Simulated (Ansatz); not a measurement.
Ideal-gas functions of `[OH][SnH2][SeH]` at 600 K and 1 bar, from an Ansatz frequency run at PBE0-D4/def2-TZVP.

Molar mass 217.7 g/mol, point group C1 (symmetry number 1), electronic degeneracy 1, moments of inertia 57.81, 363.543, 408.642 u Å². Harmonic wavenumbers (cm⁻¹, unscaled): 113, 142, 211, 246, 371, 515, 599, 628, 656, 684, 865, 1949, 1980, 2444, 3889.

Use S(trans) = R[1.5 ln M + 2.5 ln T − 1.1517]; rotational temperatures θ = 24.2544 K / I; S(rot) = R[ln(√π/σ · √(T³/θAθBθC)) + 1.5]; for each mode x = 1.438777 ν̃/T, S = R[x/(eˣ − 1) − ln(1 − e⁻ˣ)] and H = RT x/(eˣ − 1); 1 cm⁻¹ = 0.0119627 kJ/mol; R = 8.31446 J/(mol·K).

**Question.** By hand: the entropy, in J/(mol·K).

**Answer.** Translation 190.5. Rotation: θ = 0.4196, 0.0667, 0.0594 K, giving 123.6. Vibration, mode by mode: 19.20, 17.31, 14.07, 12.82, 9.56, 7.07, 5.98, 5.65, 5.36, 5.07, 3.59, 0.44, 0.42, 0.16, 0.01, in all 106.7. Electronic 0.0. Sum 420.8 J/(mol·K).

**Question.** By hand: H − E and G − E in kJ/mol, counted from the electronic energy.

**Answer.** Zero-point energy ½ × 15292 × 0.0119627 = 91.5; thermal vibration 32.0; translation, rotation and pV give 4 RT = 20.0. H − E = 143.5 kJ/mol, and G − E = 143.5 − 600 × 420.8/1000 = -109.0 kJ/mol.

Vibration gives 25 % of the entropy, 36.5 J/(mol·K) of it from the modes under 150 cm⁻¹: soft modes count most, and the harmonic formula is weakest for them. The sum counts one conformer and one mirror image; others add a mixing term.
